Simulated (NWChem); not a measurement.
**Correlation energy of CF (+1)**

```xyz
2

C      0.0000     0.0000     0.6921
F      0.0000     0.0000    -0.4614
```
Charge +1, spin multiplicity 1.

Program: NWChem. All single points use one geometry, from PBE0/def2-SVP, a minimum by its harmonic frequencies.

Basis set: def2-SVP. Each correlation energy counts from its own Hartree-Fock reference.

The correlated methods keep 2 core orbitals frozen. The structure started from a generated list of species. Coupled-cluster values serve here as a point of comparison, not as the truth.

Question: For the correlation energy, MP2 gives -273.3 mHa and SCS-MP2 gives -266.6 mHa. What do CCSD, CCSD+T(CCSD), CCSD(T) give?

Answer: CCSD: -288.9 mHa; CCSD+T(CCSD): -300.2 mHa; CCSD(T): -298.0 mHa.
